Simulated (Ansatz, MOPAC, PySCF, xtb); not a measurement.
Potential energy surface of F₃Si, doublet: umbrella (inversion) coordinate, bond length relaxed. Scanned: angle between the Si-F bonds and the threefold axis (90 = planar). Other coordinates (Si-F bond length) were minimised at B3LYP/def2-TZVP.

Cartesian coordinates as functions of the variables (Å; names that start with a are angles):
```
Si  0  0  0
F  r*sin(a)*cos(0*2*pi/3+0)  r*sin(a)*sin(0*2*pi/3+0)  0+r*cos(a)
F  r*sin(a)*cos(1*2*pi/3+0)  r*sin(a)*sin(1*2*pi/3+0)  0+r*cos(a)
F  r*sin(a)*cos(2*2*pi/3+0)  r*sin(a)*sin(2*2*pi/3+0)  0+r*cos(a)
```

- UKS-B3LYP/6-31G* = unrestricted B3LYP/6-31G*, spherical d (PySCF)
- AM1, unrestricted, heats of formation (MOPAC)
- UKS-PBE/cc-pVDZ = unrestricted PBE/cc-pVDZ (Ansatz, an electronic-structure program)
- CAM-B3LYP = unrestricted CAM-B3LYP/cc-pVDZ run with PySCF
- GFN1-xTB (xtb)
- CCSD(T) on UHF/cc-pVDZ, 8 core orbitals frozen (PySCF)

Energies in mEh, each method relative to its own lowest point.

| a / ° | UKS-B3LYP/6-31G* | AM1 | UKS-PBE/cc-pVDZ | CAM-B3LYP | GFN1-xTB | CCSD(T) |
|---|---|---|---|---|---|---|
| 90 | 53.7 | 19.9 | 43.0 | 53.8 | 26.6 | 61.6 |
| 93 | 48.9 | 18.0 | 40.0 | 48.7 | 24.8 | 53.3 |
| 96 | 37.8 | 13.9 | 32.0 | 37.5 | 20.2 | 38.9 |
| 99 | 25.5 | 9.4 | 22.2 | 25.4 | 14.6 | 25.6 |
| 102 | 14.9 | 5.4 | 13.3 | 15.0 | 9.2 | 14.7 |
| 105 | 6.8 | 2.3 | 6.2 | 7.1 | 4.7 | 6.6 |
| 108 | 1.7 | 0.4 | 1.7 | 2.0 | 1.5 | 1.7 |
| 111 | 0.0 | 0.0 | 0.0 | 0.0 | 0.0 | 0.0 |
| 114 | 1.8 | 1.3 | 1.3 | 1.3 | 0.4 | 1.9 |
| 117 | 7.4 | 4.5 | 5.9 | 6.3 | 3.1 | 7.5 |
| 120 | 17.2 | 10.0 | 14.0 | 15.1 | 8.5 | 17.2 |
| 123 | 31.5 | 18.2 | 26.0 | 28.3 | 17.1 | 31.4 |
| 126 | 51.0 | 30.0 | 42.5 | 46.4 | 29.7 | 50.7 |
| 129 | 76.5 | 46.6 | 64.4 | 70.4 | 47.2 | 75.9 |
| 132 | 109.3 | 69.9 | 92.5 | 101.5 | 70.6 | 108.0 |
